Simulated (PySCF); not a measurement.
This PySCF input asks for the NMR shieldings of C5H13BO2; the geometry comes from GFN2-xTB.

```python
import basis_set_exchange as bse
import numpy as np
from pyscf import gto, dft
from pyscf.prop import nmr

atoms = """
C     1.778678   -0.140985   -0.346986
C     1.773372   -0.095820    0.983747
C     2.937101    0.511300    1.718644
B     0.589629   -0.697602    1.844012
O    -0.620989   -0.947642    1.361288
O    -1.490758   -0.248169   -1.273844
C    -2.744616   -0.875367   -1.408074
C    -1.559507    1.153333   -1.397649
H     0.971944   -0.582335   -0.910675
H     2.598857    0.245793   -0.935889
H     3.676285    0.923716    1.033659
H     2.590554    1.302371    2.382113
H     3.414746   -0.246038    2.338673
H     0.746741   -0.951728    2.982099
H    -0.779854   -0.738546    0.429730
H    -3.184733   -0.669278   -2.389899
H    -2.573413   -1.944387   -1.302099
H    -3.438537   -0.537598   -0.629918
H    -1.914065    1.442219   -2.393521
H    -2.229853    1.582967   -0.644695
H    -0.550503    1.530738   -1.244256
"""
names = dict.fromkeys(["C", "B", "O", "H"], "pcSseg-1")
basis = {el: gto.basis.parse(bse.get_basis(n, elements=[el], fmt="nwchem")) for el, n in names.items()}
mol = gto.M(atom=atoms, basis=basis, charge=0, verbose=0)
mf = dft.RKS(mol, xc="PBE0")
mf.grids.level = 2
mf.grids.alignment = dft.numint.BLKSIZE   # the property module wants whole blocks of grid points
mf.conv_tol = 1e-9
mf.kernel()

calc = nmr.RKS(mf)   # GIAO
C = mf.mo_coeff
Co = C[:, mf.mo_occ > 0]
resp = mf.gen_response(singlet=True, hermi=2)
def vind(x):   # induced exchange potential for any number of trial vectors
    d = np.einsum("pi,xij,qj->xpq", C, 2 * x.reshape(-1, C.shape[1], Co.shape[1]), Co, optimize=True)
    return np.einsum("xpq,pi,qj->xij", resp(d - d.transpose(0, 2, 1)), C, Co, optimize=True).ravel()
mo1, _ = nmr.rhf.solve_mo1(calc, with_cphf=vind)
sigma = calc.kernel(mo1)
for i, s in enumerate(sigma):   # ppm
    w = np.linalg.eigvalsh((s + s.T) / 2)
    print("%2d %-2s iso %8.1f  s11 %8.1f  s22 %8.1f  s33 %8.1f" % (i, mol.atom_pure_symbol(i), w.mean(), *w))
```

Problem. What does it print?

Solution. 
```
 0 C  iso     55.6  s11    -57.5  s22     70.7  s33    153.7
 1 C  iso     29.7  s11    -91.7  s22      4.7  s33    176.0
 2 C  iso    158.6  s11    142.4  s22    149.7  s33    183.8
 3 B  iso     59.9  s11     35.0  s22     45.4  s33     99.3
 4 O  iso    152.6  s11     -2.4  s22    124.5  s33    335.8
 5 O  iso    327.1  s11    308.2  s22    314.0  s33    359.0
 6 C  iso    124.7  s11     94.0  s22     96.3  s33    183.9
 7 C  iso    125.7  s11     96.1  s22     97.6  s33    183.3
 8 H  iso     25.8  s11     22.0  s22     27.3  s33     28.2
 9 H  iso     25.9  s11     23.3  s22     25.7  s33     28.6
10 H  iso     30.0  s11     26.5  s22     29.3  s33     34.0
11 H  iso     29.7  s11     26.3  s22     28.1  s33     34.6
12 H  iso     29.5  s11     26.1  s22     27.4  s33     34.9
13 H  iso     26.7  s11     24.8  s22     27.2  s33     28.1
14 H  iso     23.2  s11     14.4  s22     18.7  s33     36.5
15 H  iso     28.3  s11     24.6  s22     25.9  s33     34.4
16 H  iso     27.7  s11     23.8  s22     25.4  s33     33.8
17 H  iso     28.3  s11     24.4  s22     26.6  s33     34.0
18 H  iso     28.4  s11     25.1  s22     25.9  s33     34.4
19 H  iso     28.6  s11     25.1  s22     26.7  s33     33.9
20 H  iso     27.8  s11     23.1  s22     27.7  s33     32.6
```

These numbers come from an equivalent density-fitted implementation of the same equations, which agrees with the script to about 0.01 ppm for H and up to a few tenths of a ppm for heavy atoms, so last digits may differ.

Size and cost of the density-fitted run: 201 basis functions, 66 s wall time on 1 thread of an Arm Neoverse N1, shared host; peak memory 0.9 GiB.
